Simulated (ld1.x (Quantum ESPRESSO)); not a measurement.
**How hard is this B (Z = 5) TM potential?**

- Element: B
- Generator: ld1.x (Quantum ESPRESSO) 7.5
- Type: norm-conserving Troullier–Martins (Kleinman–Bylander form)
- Functional: LDA (PZ)
- Relativity: non-relativistic
- Frozen core: [He]
- Valence charge: 3
- Reference configuration: 2s1.75 2p1.25
- Partial waves: 2p (bound): rc 2.05 bohr; 2s (bound): rc 1.35 bohr
- Local potential: the s channel
- Core correction: a·sin(br)/r model core inside 1.04 bohr

The pseudo-atom Hamiltonian at the reference potential is diagonalised in spherical Bessel functions j_l(qr) that vanish at 20 bohr, with q² up to the cutoff. All-electron valence levels (Ry): 2p -0.2821, 2s -0.6989.

Question: How do the lowest levels (Ry) of each channel move with the cutoff, and are there ghosts?

Answer:

```json
{"cutoff (Ry)": "8", "p #1": "-0.1984", "s #1": "-0.6499", "d #1": "0.0674", "d #2": "0.1612", "f #1": "0.1138", "Σ f·Δε (mRy)": "190.4"}
{"cutoff (Ry)": "12", "p #1": "-0.2418", "s #1": "-0.6744", "d #1": "0.0674", "d #2": "0.1612", "f #1": "0.1138", "Σ f·Δε (mRy)": "93.3"}
{"cutoff (Ry)": "18", "p #1": "-0.2728", "s #1": "-0.6926", "d #1": "0.0674", "d #2": "0.1612", "f #1": "0.1138", "Σ f·Δε (mRy)": "22.6"}
{"cutoff (Ry)": "25", "p #1": "-0.2812", "s #1": "-0.6971", "d #1": "0.0674", "d #2": "0.1612", "f #1": "0.1138", "Σ f·Δε (mRy)": "4.2"}
{"cutoff (Ry)": "35", "p #1": "-0.2819", "s #1": "-0.6978", "d #1": "0.0674", "d #2": "0.1612", "f #1": "0.1138", "Σ f·Δε (mRy)": "2.1"}
{"cutoff (Ry)": "45", "p #1": "-0.2820", "s #1": "-0.6980", "d #1": "0.0674", "d #2": "0.1612", "f #1": "0.1138", "Σ f·Δε (mRy)": "1.6"}
{"cutoff (Ry)": "55", "p #1": "-0.2820", "s #1": "-0.6985", "d #1": "0.0674", "d #2": "0.1612", "f #1": "0.1138", "Σ f·Δε (mRy)": "0.7"}
{"cutoff (Ry)": "70", "p #1": "-0.2820", "s #1": "-0.6988", "d #1": "0.0674", "d #2": "0.1612", "f #1": "0.1138", "Σ f·Δε (mRy)": "0.1"}
{"cutoff (Ry)": "400", "p #1": "-0.2820", "s #1": "-0.6989", "d #1": "0.0674", "d #2": "0.1612", "f #1": "0.1138", "Σ f·Δε (mRy)": "0.0"}
```

Result: no extra level below or beside the all-electron valence levels (p, s, d, f tested); 10 mRy is reached at 25 Ry and 1 mRy at 55 Ry.
